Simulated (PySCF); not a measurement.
Geometry:
| atom | x (Å) | y (Å) | z (Å) |
| --- | --- | --- | --- |
| C1 | -1.439 | -0.304 | -0.622 |
| C2 | -0.649 | -0.018 | 0.620 |
| N3 | -1.067 | 0.492 | 1.687 |
| C4 | 0.820 | -0.384 | 0.584 |
| C5 | 1.573 | 0.357 | -0.503 |
| F6 | 1.295 | 1.666 | -0.534 |
| F7 | 1.309 | -0.112 | -1.736 |
| F8 | 2.901 | 0.249 | -0.343 |
| H9 | -2.506 | -0.212 | -0.429 |
| H10 | -1.168 | 0.409 | -1.400 |
| H11 | -1.224 | -1.302 | -0.997 |
| H12 | -2.055 | 0.732 | 1.703 |
| H13 | 1.265 | -0.120 | 1.545 |
| H14 | 0.946 | -1.454 | 0.403 |

Non-relativistic, rapidly exchanging positions averaged, isolated molecule, a single conformation. NMR shieldings at PBE0/pcSseg-1/GIAO; GFN2-xTB structure; PySCF 2.14.

δ = σ(ref) − σ, references computed at the same level: 13C (186.93 ppm), 1H (31.72 ppm) vs TMS; 15N (267.73 ppm) vs NH3; 19F (170.95 ppm) vs CFCl3.

```csv
atoms,nucleus,count,δ (ppm)
H12,1H,1,?
F6/F7/F8,19F,3,-77.4
C5,13C,1,?
H13/H14,1H,2,?
N3,15N,1,366.1
H9/H10/H11,1H,3,2.15
C1,13C,1,29.8
C4,13C,1,52.2
C2,13C,1,174.3
```

Complete the table.

## Answers


- C5: 135.1 ppm, carbon bonded to C, 3 F
- H12: 10.83 ppm, hydrogen on a nitrogen bonded to C
- H13/H14: 3.18 ppm, hydrogen on a carbon bonded to 2 C

OH and NH positions are those of a molecule without intermolecular hydrogen bonds; in solution they move with solvent, concentration and temperature, and exchange usually removes their couplings. Shifts are as computed. Against solution values, carbons near 30 ppm lie about +3 ppm off and those near 130 ppm about +5 ppm (rms about the fit 2.1 ppm; single classes can miss by 10 ppm). Of 1328 compounds with measured shifts, 309 miss one by over three times the rms of a fit or turn the order of signals round; such compounds aren't used in these exercises. Signals without a measured value on file couldn't be tested in this way; 1H shifts scatter by 0.2 ppm about their fit, and single ones miss by 0.5 ppm. Unscaled 19F shifts against computed CFCl3 carry errors that often reach 10 to 50 ppm. Experimental scales use liquid or dissolved standards, which lie at an offset from isolated NH3 (liquid NH3: subtract about 20 ppm). Unscaled 15N shifts of sp2 nitrogen often come out too high even then, by a few to some tens of ppm.
